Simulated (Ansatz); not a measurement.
Q: Name a neutral molecule of C, O, Ru and H with LUMO energy (ωB97M-V/def2-TZVPP) between -0.05 and 0.25 eV and HOMO energy (PBE/def2-TZVPP) between -5.15 and -4.85 eV (Ansatz, PBE0-D4/def2-TZVP geometry).

A: `[O+]#[C][Ru-5]([C]#[O+])([C]#[O+])([C]#[O+])[O+]1CCCC1` (0.16 eV, -5.10 eV). Other molecules can fit too; these were computed, each in one conformer that needn't be the lowest.
